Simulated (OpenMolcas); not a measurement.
**Computed transition rates of Co**

| Quantity | Value |
| --- | --- |
| Program | OpenMolcas 26.06 |
| Method | SS-CASPT2, IPEA 0.25 Eh, imaginary shift 0.1 Eh (closed shells correlated: 3s 3p 4s) |
| Basis | ANO-RCC-VQZP [7s6p4d3f2g1h] |
| Scalar Hamiltonian | DKH2, point nucleus |
| Active space | 7 electrons in 5 orbitals (3d) |
| State averaging | 2S+1 = 4 even, 10 roots; 2S+1 = 2 even, 40 roots (35 in the spin-orbit step) |
| Spin-orbit coupling | state interaction with AMFI integrals over the reference wave functions, term energies averaged over their components |

Rates come from the transition moments of the reference wave functions (E1 and E2 in the length form). At fixed line strength A goes as λ^-3 for E1 and M1 and as λ^-5 for E2, so a rate at the computed wavelength can be rescaled to the measured one. Measured vacuum wavelengths follow from level energies in NIST Handbook of Basic Atomic Spectroscopic Data. Branching counts decays inside the model space alone, at computed energies, and the table is only a selection of the E2 and M1 lines, drawn from those between levels with measured partners whose computed energy lies within a factor of 1.5 of the measured one.

| Upper | Lower | Type | λ computed (nm) | λ measured (nm) | A computed (s-1) | A rescaled (s-1) | Branching % |
| --- | --- | --- | --- | --- | --- | --- | --- |
| 3d7 4s2 4P 1/2 | 3d7 4s2 4P 3/2 | M1 | 26640 | 27550 | 2.34e-03 | 2.12e-03 | 4.3 |
| 3d7 4s2 4F 3/2 | 3d7 4s2 4F 5/2 | M1 | 24550 | 24850 | 4.38e-03 | 4.22e-03 | 100.0 |
| 3d7 4s2 4F 5/2 | 3d7 4s2 4F 7/2 | M1 | 16780 | 16920 | 1.23e-02 | 1.20e-02 | 100.0 |
| 3d7 4s2 4F 7/2 | 3d7 4s2 4F 9/2 | M1 | 12290 | 12250 | 1.82e-02 | 1.84e-02 | 100.0 |
| 3d7 4s2 4P 3/2 | 3d7 4s2 4F 3/2 | E2 | 742.3 | 817.9 | 5.10e-03 | 3.14e-03 | 9.4 |
| 3d7 4s2 4P 5/2 | 3d7 4s2 4F 5/2 | E2 | 734.7 | 807.2 | 2.32e-03 | 1.45e-03 | 3.3 |
| 3d7 4s2 4P 1/2 | 3d7 4s2 4F 3/2 | E2 | 722.1 | 794.3 | 2.95e-02 | 1.83e-02 | 54.3 |
| 3d7 4s2 4P 3/2 | 3d7 4s2 4F 5/2 | E2 | 720.5 | 791.8 | 1.80e-02 | 1.12e-02 | 33.0 |
| 3d7 4s2 4P 5/2 | 3d7 4s2 4F 7/2 | E2 | 703.9 | 770.4 | 1.28e-02 | 8.15e-03 | 18.3 |
| 3d7 4s2 4P 5/2 | 3d7 4s2 4F 7/2 | M1 | 703.9 | 770.4 | 1.40e-03 |  | 2.0 |
| 3d7 4s2 4P 1/2 | 3d7 4s2 4F 5/2 | E2 | 701.5 | 769.7 | 2.24e-02 | 1.41e-02 | 41.3 |
| 3d7 4s2 4P 3/2 | 3d7 4s2 4F 7/2 | E2 | 690.8 | 756.4 | 3.08e-02 | 1.96e-02 | 56.5 |
| 3d7 4s2 4P 5/2 | 3d7 4s2 4F 9/2 | E2 | 665.8 | 724.9 | 5.28e-02 | 3.45e-02 | 75.2 |

Spin-changing lines and M1 lines between different terms are not rescaled, since their strength hangs on the term gaps too.

The largest correction is for 3d7 4s2 4P 3/2 → 3d7 4s2 4F 3/2 (E2): 5.10e-03 × (742.3 / 817.9)^5 = 3.14e-03 s-1, a factor of 0.62.

The computed rate and branching of 3d7 4s2 4F 7/2 → 3d7 4s2 4F 9/2 give the upper level a radiative lifetime of 1.000 / 1.82e-02 s-1 = 5.49e+01 s, counting decays inside the model space alone. The rescaled rate gives about 5.4e+01 s.

No measured rate stands beside these. Rescaling mends the energy factor alone: line strengths can still be far off where a level mixes with configurations outside the active space, and weak or spin-changing lines hang on small mixing coefficients that depend on the term gaps too, so rescaling need not improve them.

CASPT2 does not keep the components of a term degenerate, so their means are used; among the terms shown or strongly mixed into the levels shown the widest spread is 1100 cm-1 (3d7 4s2 4F). Some high roots are left out of the spin-orbit mixing, which shifts the levels that they would mix with. With the s shell closed, the reference lacks s² → p², s² → d² and s → d mixing, so excited terms can stand far too high and out of order, with CASPT2 too. Measured partners are found by configuration, term and J. A level has none where our copy of the source lacks it or the pairing is in doubt (some pairs that miss far off the trend of their configuration count as doubtful). Levels of configurations outside the active space are missing.
